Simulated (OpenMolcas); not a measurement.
# Ti2+: effect of the metal basis

Ti2+ with its 6 nearest fluoride ions at 2.163 Å, on the Cd site of idealised cubic KCdF3 (a = 4.302 Å, distance in the model lattice 2.151 Å). The rest of the host is ab initio model potentials to 7.6 Å and point charges beyond; the distance is set by hand and nothing relaxes.

| Item | Value |
| --- | --- |
| Program | OpenMolcas 26.06 |
| Method | CASSCF |
| Spin-orbit coupling | RASSI with atomic mean-field integrals over the reference wave functions |

Fixed: ligand basis ANO-RCC-VDZP, active space 2 electrons in 5 orbitals (3d), DKH2 Hamiltonian.

States (labels of O, the rotations of Oh). Energies in cm-1 above the lowest state or level, χT in cm3 K/mol; under a threefold ground state the first gap can be a small split of the lowest multiplet, not the spin-orbit step; 10Dq and B are least-squares fits to the states below 45000 cm-1, weighted by degeneracy, with a free offset, and given where the rms deviation is under 5 % of |10Dq| (or 100 cm-1) and under 700 cm-1.

```
Run   Metal basis  Ground state  First state of that spin   10Dq  B (rms of fit)  First gap with spin-orbit (degeneracies)  χT at 300 K  First state of another spin                     Cost
  A  ANO-RCC-VDZP           3T1                 3T2 10354  12110       861 (200)                                2.7 (2, 3)        1.094                    1T2 11932  roughly 21 core-seconds
  B  ANO-RCC-VTZP           3T1                 3T2 10009  11812       854 (198)                                2.8 (2, 3)        1.096                    1T2 11984  roughly 27 core-seconds
```

Against A, |10Dq| changes by -2.5 % in B.

Costs are those of the RASSCF and RASSI steps.

An orbital triplet at a regular site is open to Jahn-Teller coupling, which can distort the site and quench the lowest spin-orbit gaps and is left out. Without dynamic correlation the repulsion within the d shell is too large (B by tens of per cent), so at a given field states of lower spin stand too high. Ligand-to-metal charge-transfer states are missing. With no ligand orbital active B as a rule stays too high, so bands that hang on it stand too high and its fall with covalency is understated. With metal d orbitals alone and no dynamic correlation 10Dq can be off by a tenth to a fifth, either way, in oxide and fluoride hosts. No measured value stands beside these numbers; the geometry was set by hand and not optimised.
